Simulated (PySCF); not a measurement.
C6H5I, SMILES C#C/C=C(\I)C=C. Atoms are numbered in the order given.

```xyz
12

C     -0.3207     3.4738     0.0000
C     -0.8916     2.4013     0.0000
C     -1.6036     1.1823     0.0000
C     -1.0871    -0.0710     0.0000
I      0.9985    -0.3356     0.0000
C     -1.9449    -1.2441     0.0000
C     -1.5773    -2.5316     0.0000
H      0.2003     4.4133     0.0000
H     -2.6987     1.2579     0.0000
H     -3.0141    -0.9983     0.0000
H     -0.5252    -2.8282     0.0000
H     -2.3295    -3.3232     0.0000
```

The structure is a stationary point at PBE0-D3(BJ)/def2-SVP. The structure was generated by enumeration; whether it is a known compound was not checked. The def2 effective core potentials stand for the cores of I; spin–orbit coupling is left out. The values are those of a single conformer.

All values below come from PBE0/def2-TZVP in PySCF.

Symmetry labels are those of the subgroup Cs that the program uses (full group Cs).

Computed valence orbital energies around the gap with their symmetry:
| orbital | symmetry | energy (eV) |
|---|---|---|
| HOMO−7 | A' | -11.23 |
| HOMO−6 | A" | -10.74 |
| HOMO−5 | A' | -9.87 |
| HOMO−4 | A" | -8.95 |
| HOMO−3 | A' | -8.31 |
| HOMO−2 | A" | -7.70 |
| HOMO−1 | A' | -7.46 |
| HOMO | A" | -6.66 |
| LUMO | A" | -1.95 |
| LUMO+1 | A' | -0.81 |
| LUMO+2 | A' | 0.61 |
| LUMO+3 | A" | 0.86 |
